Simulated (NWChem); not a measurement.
System: CH₆Ti; SMILES [CH3][TiH3]

Input file for NWChem:

```
start job
memory heap 200 mb stack 900 mb global 1100 mb
geometry units angstroms noautoz
  Ti     0.000035     0.000009    -0.507647
  C      0.000036     0.000024     1.509101
  H     -0.305326     0.994006     1.867731
  H      1.013495    -0.232570     1.867789
  H     -0.708160    -0.761411     1.867628
  H     -0.472233     1.545717    -1.057869
  H      1.574760    -0.363915    -1.057907
  H     -1.102489    -1.181851    -1.057764
end
basis spherical
  * library 6-31g*
end
dft
  xc xpbe96 cpbe96
  iterations 150
  mulliken
end
task dft energy
```

Output (shortened):

```
             Northwest Computational Chemistry Package (NWChem) 7.3.0
             --------------------------------------------------------

 C3  symmetry detected

                             Geometry "geometry" -> ""
                             -------------------------

 Output coordinates in angstroms (scale by  1.889725989 to convert to a.u.)

  No.       Tag          Charge          X              Y              Z
 ---- ---------------- ---------- -------------- -------------- --------------
    1 Ti                  22.0000     0.00000000     0.00000000    -0.51694053
    2 C                    6.0000     0.00000000     0.00000000     1.49980747
    3 H                    1.0000     0.09172696     1.03578128     1.85842247
    4 H                    1.0000     0.85114943    -0.59732852     1.85842247
    5 H                    1.0000    -0.94287638    -0.43845277     1.85842247
    6 H                    1.0000     0.14501275     1.60973247    -1.06714020
    7 H                    1.0000     1.32156284    -0.93045097    -1.06714020
    8 H                    1.0000    -1.46657559    -0.67928151    -1.06714020

 Effective nuclear repulsion energy (a.u.)      83.1926346546

      Symmetry information
      --------------------

 Group name             C3
 Group number              5
 Group order               3
 No. of unique centers     4

  pbe96 is a nonlocal functional; adding pw91lda local functional.

                                 NWChem DFT Module
                                 -----------------

 Summary of "ao basis" -> "ao basis" (spherical)
 ------------------------------------------------------------------------------
       Tag                 Description            Shells   Functions and Types
 ---------------- ------------------------------  ------  ---------------------
 Ti                          6-31g*                 12       34   5s4p2d1f
 C                           6-31g*                  6       14   3s2p1d
 H                           6-31g*                  2        2   2s

      Symmetry analysis of basis
      --------------------------

        a          24
        e+         18
        e-         18

  Rotation of axis

            General Information
            -------------------
          SCF calculation type: DFT
          Wavefunction type:  closed shell.
          No. of atoms     :     8
          No. of electrons :    34
           Alpha electrons :    17
            Beta electrons :    17
          Charge           :     0
          Spin multiplicity:     1
          Use of symmetry is: on ; symmetry adaption is: on
          Maximum number of iterations: 150
          AO basis - number of functions:    60
                     number of shells:    30
          Convergence on energy requested:  1.00D-06
          Convergence on density requested:  1.00D-05
          Convergence on gradient requested:  5.00D-04

              XC Information
              --------------
          PerdewBurkeErnzerhof Exchange Functional  1.000
            Perdew 1991 LDA Correlation Functional  1.000 local
           PerdewBurkeErnz. Correlation Functional  1.000 non-local

             Grid Information
             ----------------
          Grid used for XC integration:  medium
          Radial quadrature: Mura-Knowles
          Angular quadrature: Lebedev.
          Tag              B.-S. Rad. Rad. Pts. Rad. Cut. Ang. Pts.
          ---              ---------- --------- --------- ---------
          Ti                  1.40      112           9.0       590
          C                   0.70       49           9.0       434
          H                   0.35       45          10.0       434
          Grid pruning is: on
          Number of quadrature shells:   251
          Spatial weights used:  Erf1

      Superposition of Atomic Density Guess
      -------------------------------------

 Sum of atomic energies:        -888.95085897

      Non-variational initial energy
      ------------------------------

 Total energy =    -889.227455
 1-e energy   =   -1381.059316
 2-e energy   =     408.639226
 HOMO         =      -0.297361
 LUMO         =       0.022698

      Symmetry analysis of molecular orbitals - initial
      -------------------------------------------------

  Numbering of irreducible representations:

     1 a           2 e+          3 e-

  Orbital symmetries:

     1 a           2 a           3 a           4 e+          5 e+
     6 a           7 a           8 a           9 e+         10 e+
    11 a          12 e+         13 e+         14 a          15 e+
    16 e+         17 a          18 a          19 e+         20 e+
    21 e+         22 e+         23 a          24 a          25 e+
    26 e+         27 a

     ---------------------------------------------
      Total Density - Mulliken Population Analysis
     ---------------------------------------------

    Atom       Charge   Shell Charges
 -----------   ------   -------------------------------------------------------
    1 Ti  22    20.15   2.00  2.00  6.00  2.00  6.01  0.64  0.41  0.20  0.08  0.28  0.53  0.01
    2 C    6     7.40   2.00  0.74  2.27  0.78  1.58  0.02
    3 H    1     0.72   0.45  0.27
    4 H    1     0.72   0.45  0.27
    5 H    1     0.72   0.45  0.27
    6 H    1     1.43   0.54  0.89
    7 H    1     1.43   0.54  0.89
    8 H    1     1.43   0.54  0.89

   convergence    iter        energy       DeltaE   RMS-Dens  Diis-err
 ---------------- ----- ----------------- --------- --------- ---------
 d= 0,ls=0.0,diis     1   -890.3386794109 -9.74D+02  7.10D-02  1.26D+00
 Warning: spatial symmetry breaking: alpha =  3.05D-01
 d= 0,ls=0.0,diis     2   -871.7518578543  1.86D+01  4.06D-02  1.11D+02
 Warning: spatial symmetry breaking: alpha =  2.82D-01
 d= 0,ls=0.5,diis     3   -884.8068021749 -1.31D+01  3.06D-03  4.48D+01
 Warning: spatial symmetry breaking: alpha =  2.62D-01
 d= 0,ls=0.5,diis     4   -884.7370236160  6.98D-02  1.98D-03  4.63D+01
 Warning: spatial symmetry breaking: alpha =  2.45D-01
 d= 0,ls=0.5,diis     5   -884.6032493612  1.34D-01  1.46D-03  4.83D+01
 Warning: spatial symmetry breaking: alpha =  2.34D-01
 d= 0,ls=0.5,diis     6   -884.5184156616  8.48D-02  1.06D-03  4.97D+01
 Warning: spatial symmetry breaking: alpha =  2.25D-01
 d= 0,ls=0.5,diis     7   -884.4677510818  5.07D-02  9.19D-04  5.07D+01
  Resetting Diis
 Warning: spatial symmetry breaking: alpha =  2.25D-01
 d= 0,ls=0.5,diis     8   -884.5041070474 -3.64D-02  1.44D-03  5.07D+01
 Warning: spatial symmetry breaking: alpha =  3.18D-02
 d= 0,ls=0.5,diis     9   -884.8214243341 -3.17D-01  2.64D-01  4.82D+01
 Warning: spatial symmetry breaking: alpha =  1.71D-02
 d= 0,ls=0.5,diis    10   -860.7026450140  2.41D+01  2.49D-01  1.06D+02
 Warning: spatial symmetry breaking: alpha =  1.39D-02
 d= 0,ls=0.5,diis    11   -890.1797091754 -2.95D+01  2.58D-02  2.25D+00
 Warning: spatial symmetry breaking: alpha =  9.01D-03
 d= 0,ls=0.5,diis    12   -890.5934881993 -4.14D-01  8.37D-03  6.61D-01
 Warning: spatial symmetry breaking: alpha =  6.21D-03
 d= 0,ls=0.5,diis    13   -890.6918999041 -9.84D-02  3.46D-03  1.08D-01
 Warning: spatial symmetry breaking: alpha =  4.21D-03
 d= 0,ls=0.5,diis    14   -890.7088841057 -1.70D-02  1.72D-03  3.27D-02
 Warning: spatial symmetry breaking: alpha =  3.12D-03
 d= 0,ls=0.5,diis    15   -890.7141466178 -5.26D-03  8.86D-04  1.02D-02
 Warning: spatial symmetry breaking: alpha =  2.50D-03
 d= 0,ls=0.5,diis    16   -890.7158086807 -1.66D-03  5.26D-04  4.22D-03
 Warning: spatial symmetry breaking: alpha =  2.00D-03
 d= 0,ls=0.5,diis    17   -890.7164226329 -6.14D-04  3.26D-04  2.32D-03
 Warning: spatial symmetry breaking: alpha =  1.60D-03
 d= 0,ls=0.5,diis    18   -890.7167074761 -2.85D-04  2.10D-04  1.36D-03
 Warning: spatial symmetry breaking: alpha =  1.28D-03
 d= 0,ls=0.5,diis    19   -890.7168563428 -1.49D-04  1.41D-04  8.20D-04
 Warning: spatial symmetry breaking: alpha =  1.03D-03
 d= 0,ls=0.5,diis    20   -890.7169485787 -9.22D-05  9.57D-05  4.47D-04
 Warning: spatial symmetry breaking: alpha =  8.21D-04
 d= 0,ls=0.5,diis    21   -890.7169977546 -4.92D-05  6.54D-05  2.41D-04
 Warning: spatial symmetry breaking: alpha =  6.56D-04
 d= 0,ls=0.5,diis    22   -890.7170232105 -2.55D-05  4.56D-05  1.36D-04
 Warning: spatial symmetry breaking: alpha =  5.25D-04
 d= 0,ls=0.5,diis    23   -890.7170368067 -1.36D-05  3.24D-05  7.89D-05
 Warning: spatial symmetry breaking: alpha =  4.19D-04
 d= 0,ls=0.5,diis    24   -890.7170445165 -7.71D-06  2.35D-05  4.59D-05
 Warning: spatial symmetry breaking: alpha =  3.35D-04
 d= 0,ls=0.5,diis    25   -890.7170489500 -4.43D-06  1.73D-05  2.65D-05
 Warning: spatial symmetry breaking: alpha =  2.68D-04
 d= 0,ls=0.5,diis    26   -890.7170515211 -2.57D-06  1.28D-05  1.50D-05
 Warning: spatial symmetry breaking: alpha =  2.14D-04
 d= 0,ls=0.5,diis    27   -890.7170529949 -1.47D-06  9.45D-06  8.47D-06
 Warning: spatial symmetry breaking: alpha =  1.71D-04
 d= 0,ls=0.5,diis    28   -890.7170538261 -8.31D-07  6.98D-06  4.77D-06

         Total DFT energy =     -890.717054293818
      One electron energy =    -1382.815509699745
           Coulomb energy =      458.216005028700
    Exchange-Corr. energy =      -49.310184277346
 Nuclear repulsion energy =       83.192634654573

 Numeric. integr. density =       34.000016717769

                  Occupations of the irreducible representations
                  ----------------------------------------------

                     irrep           alpha         beta
                     --------     --------     --------
                     a                 9.0          9.0
                     e+                8.0          8.0
                     e-                0.0          0.0

                       DFT Final Molecular Orbital Analysis
                       ------------------------------------

[...]
```

Level: PBE/6-31G* (spherical d). The geometry was optimised at B3LYP/6-31G* (spherical d).
